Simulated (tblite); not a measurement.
Compound: C₂H₈ClSi₂ (doublet state).
Z-matrix (Å and degrees, GFN2-xTB geometry), rows numbered from 1:
```
Si
C   1  1.9066
Cl  2  1.8180  1  105.10
C   2  1.5163  1  115.49  3   119.88
Si  4  1.9036  2  114.11  1    70.42
H   1  1.4554  2  110.67  3   -59.16
H   1  1.4582  2  111.62  3   170.77
H   2  1.0917  1  112.42  3  -113.02
H   4  1.0944  2  108.83  1  -168.66
H   4  1.0924  2  109.38  1   -52.96
H   5  1.4637  4  109.39  2    48.75
H   5  1.4624  4  108.04  2   168.69
H   5  1.4639  4  109.97  2   -71.70
```

Calculated harmonic vibrations of the isolated species, GFN2-xTB (tblite), most abundant isotopes, no scaling. Errors from tens to a few hundred cm⁻¹ against measured bands are possible. Modes of hydrogen on silicon can be 10 to 20 % off. One conformer, not necessarily the lowest. Open shells enter through the occupations alone, without spin polarisation, and single modes of such species can be off by tens of per cent.

Harmonic wavenumbers (cm⁻¹): 57.0, 92.6, 129.4, 164.8, 204.1, 266.6, 294.5, 491.4, 514.6, 539.4, 549.3, 659.0, 699.4, 719.3, 765.4, 778.3, 791.4, 795.8, 823.8, 1061.8, 1091.2, 1168.3, 1245.2, 1285.2, 1485.7, 2263.2, 2267.4, 2278.4, 2295.4, 2329.6, 2933.9, 2941.0, 2968.8.

A = 3306, B = 1374, C = 1023 MHz; mass 122.985 u (most abundant isotopes); point group C1, symmetry number 1; spin multiplicity 2.

Q: What is the zero-point energy?

A: ½Σν̃ = 18476 cm⁻¹ = 52.82 kcal/mol.

Q: Give the ideal-gas entropy at 350 K and 1 bar in the rigid-rotor, harmonic-oscillator model (classical rotation).

A: Translation 41.16, rotation 29.11, vibration 27.75, spin (R ln 2) 1.38: S = 99.4 cal/(mol K).

Q: And Cp and H(350 K) − H(0)?

A: Cp = 36.40 cal/(mol K), of which vibrations give 28.45 (their classical limit is 33 R = 65.6); H(350 K) − H(0) = 7.93 kcal/mol without the zero-point energy, 5.15 from vibrations.

Q: What must be added to the electronic energy to get the Gibbs energy at 350 K and 1 bar?

A: ZPE + [H(350 K) − H(0)] − T·S = 52.82 + 7.93 − 34.79 = 25.96 kcal/mol.

Q: How do the functions run with temperature in this model?

A: 
```tsv
T (K)	S (cal/(mol K))	Cp (cal/(mol K))	H − H(0) (kcal/mol)	G − H(0) (kcal/mol)	ln q(vib)
50	58.3	12.1	0.47	-2.44	0.32
100	68.2	16.8	1.20	-5.62	1.25
298.15	93.8	32.9	6.14	-21.84	5.46
373.15	101.8	37.8	8.79	-29.18	7.05
500	113.8	44.4	14.03	-42.87	9.67
750	133.6	53.2	26.31	-73.89	14.48
1000	149.8	58.9	40.38	-109.37	18.79
```

q(vib) and H(0) count from the zero-point level.

Q: Which modes carry the vibrational entropy at 350 K?

A: 57.0 cm⁻¹: 4.88; 92.6 cm⁻¹: 3.92; 129.4 cm⁻¹: 3.26; 164.8 cm⁻¹: 2.80; 204.1 cm⁻¹: 2.39; 266.6 cm⁻¹: 1.90 cal/(mol K); the other 27 give 8.60 together.

Hindered rotation and anharmonicity are outside this model. Other conformers, if any are populated, would add a mixing term that is left out. The structure is chiral; the term R ln 2 for an equal mix with its mirror image is left out.
